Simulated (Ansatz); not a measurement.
SbMe3 (C₃H₉Sb). Charge 0, multiplicity 1. Geometry PBE-D4/def2-SVP, basis def2-TZVP, Ansatz.

```csv
run,HOMO (eV),LUMO (eV)
A,-5.74,-0.31
B,-6.51,0.13
C,-5.42,-0.55
D,-8.59,1.63
E,-8.67,1.93
F,-5.53,-0.61
```

In the def2 sets Sb takes a core potential; there is no spin–orbit coupling.

Problem. The runs used BLYP, PBE, PBE0, r2SCAN, ωB97M-V, ωB97X-V. Estimate which is which.

Solution. A r2SCAN (0 % exact exchange); B PBE0 (25 % exact exchange); C BLYP (0 % exact exchange); D ωB97M-V (range-separated); E ωB97X-V (range-separated); F PBE (0 % exact exchange). Exact exchange lowers occupied and raises empty levels; among semilocal functionals meta-GGAs tend to open the gap a little, and such runs are hard to tell apart. The gap grows from 4.87 eV (BLYP) to 10.60 eV (ωB97X-V).
